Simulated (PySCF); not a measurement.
Electric field gradients and quadrupole coupling constants

Species: C4H8OP2.
Atom-mapped SMILES: `[CH2:1]=[CH:2][C@@H:3]1[CH2:4][P@@:5]1(=[O:6])[PH2:7]` (hydrogens: H8, H9 on C1; H10 on C2; H11 on C3; H12, H13 on C4; H14, H15 on P7)

Geometry (PBE0-D3(BJ)/def2-SVP, Å), atoms numbered from 1 in this order:
```xyz
15
C4H8OP2 angstrom
C     -2.7279   -0.5496   -0.0373
C     -1.6417   -0.0152   -0.6011
C     -0.3484    0.1689    0.0822
C      0.4886    1.4453   -0.2259
P      1.1798   -0.0734   -0.8825
O      1.2271   -0.4320   -2.3343
P      2.7255   -0.7693    0.5102
H     -3.6535   -0.6762   -0.6035
H     -2.7292   -0.8810    1.0057
H     -1.6768    0.2973   -1.6517
H     -0.3282   -0.1602    1.1278
H      0.0508    2.1174   -0.9730
H      0.9461    1.9683    0.6198
H      2.6866   -2.0932   -0.0229
H      3.7831   -0.3622   -0.3593
```

Field gradients from the PBE0/pcSseg-1 density (PySCF, non-relativistic), principal values in atomic units, ordered |Vxx| ≤ |Vyy| ≤ |Vzz|:

```tsv
atom	Vxx	Vyy	Vzz
O6	-0.4807	-0.5886	1.0693
```

Problem. Find the asymmetry η = (Vxx − Vyy)/Vzz and the couplings χ = eQV/h (234.96 MHz × Q in barn × V in au), with Q(17O) = −0.0256 b.

Solution. 
```csv
atom,environment,nucleus,η,χzz (MHz),χxx (MHz),χyy (MHz)
O6,phosphoryl oxygen,17O,0.10,-6.43,2.89,3.54
```

The tensor is traceless: Vxx + Vyy + Vzz = 0.

Problem. What is Vzz at O6 in SI units (1 au = 9.71736 × 10²¹ V/m²)?

Solution. 1.0693 au = 10.391 × 10²¹ V/m².

Problem. And the gradient at the other heavy atoms, for which no coupling is worked out here?

Solution. 
```tsv
atom	environment	Vzz (au)	η
C1	terminal =CH2 carbon	0.265	0.43
C2	alkene CH carbon	0.296	0.72
C3	sp3 carbon bound to phosphorus	0.119	0.44
C4	sp3 carbon bound to phosphorus	0.147	0.31
P5	phosphoryl phosphorus	0.392	0.14
P7	three-coordinate phosphorus	-1.130	0.23
```

Problem. What couplings would deuterons (Q(2H) = 0.00286 b) have in place of the hydrogens, at this geometry?

Solution. 
```json
{"atom": "H8", "bonded to": "C1", "bond length (Å)": "1.092", "Vzz (au)": "0.3082", "η": "0.06", "χzz (kHz)": "207"}
{"atom": "H9", "bonded to": "C1", "bond length (Å)": "1.094", "Vzz (au)": "0.3050", "η": "0.07", "χzz (kHz)": "205"}
{"atom": "H10", "bonded to": "C2", "bond length (Å)": "1.097", "Vzz (au)": "0.2928", "η": "0.08", "χzz (kHz)": "197"}
{"atom": "H11", "bonded to": "C3", "bond length (Å)": "1.096", "Vzz (au)": "0.2976", "η": "0.08", "χzz (kHz)": "200"}
{"atom": "H12", "bonded to": "C4", "bond length (Å)": "1.096", "Vzz (au)": "0.3011", "η": "0.08", "χzz (kHz)": "202"}
{"atom": "H13", "bonded to": "C4", "bond length (Å)": "1.095", "Vzz (au)": "0.3051", "η": "0.06", "χzz (kHz)": "205"}
{"atom": "H14", "bonded to": "P7", "bond length (Å)": "1.428", "Vzz (au)": "0.1662", "η": "0.09", "χzz (kHz)": "112"}
{"atom": "H15", "bonded to": "P7", "bond length (Å)": "1.428", "Vzz (au)": "0.1659", "η": "0.09", "χzz (kHz)": "112"}
```

Isolated species at its PBE0-D3(BJ)/def2-SVP geometry (one conformer only). A larger basis could move these couplings by a tenth or more.
